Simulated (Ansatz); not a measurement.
Start from `O=C(O)O[SiH3]` and change one atom or group to get `BC(=O)O`.

Ansatz, PBE0-D4/def2-TZVP geometries, multiplicity 1. Each molecule was computed in one conformer, which needn't be the lowest.

| property | `O=C(O)O[SiH3]` |
| --- | --- |
| HOMO energy (ωB97M-V/def2-TZVPP) / eV | -11.23 |
| HOMO–LUMO gap (PBE/def2-TZVPP) / eV | 6.06 |
| LUMO energy (B3LYP/def2-TZVPP) / eV | -0.31 |
| zero-point energy (PBE0-D4/def2-TZVP) / kJ/mol | 145.2 |
| size of the dipole moment (PBE/def2-TZVPP) / D | 0.44 |
| HOMO energy (B3LYP/def2-TZVPP) / eV | -8.48 |

(1) Give the same properties after the change, and the shifts. (Estimate.)

Results:

(1) The calculation gave: 
```csv
property,`BC(=O)O`,shift
HOMO energy (ωB97M-V/def2-TZVPP) / eV,-10.65,0.58
HOMO–LUMO gap (PBE/def2-TZVPP) / eV,3.84,-2.22
LUMO energy (B3LYP/def2-TZVPP) / eV,-2.24,-1.93
zero-point energy (PBE0-D4/def2-TZVP) / kJ/mol,116.5,-28.7
size of the dipole moment (PBE/def2-TZVPP) / D,1.44,1.00
HOMO energy (B3LYP/def2-TZVPP) / eV,-8.06,0.42
```

With PBE0 the HOMO rises by 0.46 eV and the LUMO falls by 1.93 eV, so the gap narrows by about 2.39 eV. PBE moves the HOMO by 0.15 eV and ωB97M-V by 0.58 eV. The zero-point energy changes by -28.7 kJ/mol with -6 modes. Dipoles are sizes alone; their direction can turn.

B3LYP here is the variant with VWN-RPA as its local correlation; programs differ in this.
